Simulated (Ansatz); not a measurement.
BH4NOSi can be A, `NB1O[SiH2]1`, or B, `O[SiH]1BN1`.

Computed with Ansatz on PBE0-D4/def2-TZVP structures; ΔE is electronic, products minus reactants. CCSD(T)/CBS adds triple-zeta CCSD(T) − MP2 to the extrapolated MP2 energy (def2 sets, frozen cores). DFT in def2-TZVPP. B3LYP here is the variant with VWN-RPA as its local correlation; programs differ in this. One conformer a species, not always the lowest.

A:

```xyz
8

N     0.273   -1.552    0.749
B    -0.005   -0.329    0.165
O    -1.181    0.341   -0.050
Si    0.063    1.357   -0.686
H     1.205   -1.914    0.835
H    -0.449   -2.148    1.121
H    -0.063    1.582   -2.147
H     0.158    2.663    0.013
```

B:

```xyz
8

O     0.693    1.588   -0.824
Si    0.592    0.037   -0.289
B    -1.000   -1.011   -0.353
N    -0.678   -0.361    0.834
H     1.463    2.091   -0.555
H     1.946   -0.380    0.158
H    -1.904   -1.693   -0.714
H    -1.112   -0.270    1.742
```

Task: Which isomer does CCSD(T)/CBS put lower? Give the gap. (Estimate.)

Result: Computed: A, by 41.9 kJ/mol.

Task: Give E(B) − E(A) in kJ/mol with CCSD/def2-TZVPP, ωB97M-V, B2PLYP, CCSD(T)/def2-TZVPP, B3LYP-D4, LDA (SPW92), PBE0-D4. (Estimate.)

Result: The calculation gave: CCSD/def2-TZVPP 45.6, ωB97M-V 47.0, B2PLYP 49.7, CCSD(T)/def2-TZVPP 46.3, B3LYP-D4 51.7, LDA (SPW92) 55.4, PBE0-D4 49.9. None reverses the order clearly.

Task: Does the order hold for the free energy at 298.15 K (harmonic terms from PBE0-D4)? (Best estimate.)

Result: The calculation gave: Yes: G(B) − G(A) = +40.4 kJ/mol, for one conformer each.

Largest T1 diagnostic: 0.014.

From r2SCAN to r2SCAN0 (25 % exact exchange), in def2-TZVPP and without D4, E(B) − E(A) moves by −3.5 kJ/mol. At CCSD(T), def2-SVP lies +27.3 kJ/mol from the extrapolated value and def2-TZVPP +4.5 kJ/mol.
